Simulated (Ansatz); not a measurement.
One change: `O[SiH](F)[TeH]` becomes `CO[SiH](O)F`.

Ansatz, PBE0-D4/def2-TZVP geometries, multiplicity 1. Each molecule was computed in one conformer, which needn't be the lowest.

Elements past krypton have def2 core potentials.

```json
{"property": "size of the dipole moment (PBE/def2-TZVPP) / D", "`O[SiH](F)[TeH]`": "1.10"}
{"property": "LUMO energy (PBE0/def2-TZVPP) / eV", "`O[SiH](F)[TeH]`": "-0.84"}
{"property": "HOMO–LUMO gap (ωB97M-V/def2-TZVPP) / eV", "`O[SiH](F)[TeH]`": "9.91"}
{"property": "LUMO energy (ωB97M-V/def2-TZVPP) / eV", "`O[SiH](F)[TeH]`": "1.00"}
{"property": "LUMO energy (B3LYP/def2-TZVPP) / eV", "`O[SiH](F)[TeH]`": "-1.08"}
{"property": "ideal-gas entropy at 298 K and 1 bar (rigid rotor, harmonic PBE0-D4/def2-TZVP) / J/(mol·K)", "`O[SiH](F)[TeH]`": "345"}
```

Problem. What does the change do to each property? (An estimate is asked.)

Solution. Ansatz gave: 
```json
{"property": "size of the dipole moment (PBE/def2-TZVPP) / D", "`CO[SiH](O)F`": "1.70", "shift": "0.60"}
{"property": "LUMO energy (PBE0/def2-TZVPP) / eV", "`CO[SiH](O)F`": "0.87", "shift": "1.71"}
{"property": "HOMO–LUMO gap (ωB97M-V/def2-TZVPP) / eV", "`CO[SiH](O)F`": "13.52", "shift": "3.61"}
{"property": "LUMO energy (ωB97M-V/def2-TZVPP) / eV", "`CO[SiH](O)F`": "2.37", "shift": "1.37"}
{"property": "LUMO energy (B3LYP/def2-TZVPP) / eV", "`CO[SiH](O)F`": "0.50", "shift": "1.58"}
{"property": "ideal-gas entropy at 298 K and 1 bar (rigid rotor, harmonic PBE0-D4/def2-TZVP) / J/(mol·K)", "`CO[SiH](O)F`": "350", "shift": "5"}
```

With PBE0 the HOMO falls by 1.90 eV and the LUMO rises by 1.71 eV, so the gap widens by about 3.61 eV. PBE moves the HOMO by -1.33 eV and ωB97M-V by -2.24 eV. The zero-point energy changes by 93.1 kJ/mol with +9 modes. Dipoles are sizes alone; their direction can turn.

B3LYP here is the variant with VWN-RPA as its local correlation; programs differ in this.

Spin–orbit coupling is left out; it splits and shifts lone-pair levels of the heavy atoms by tenths of an eV.
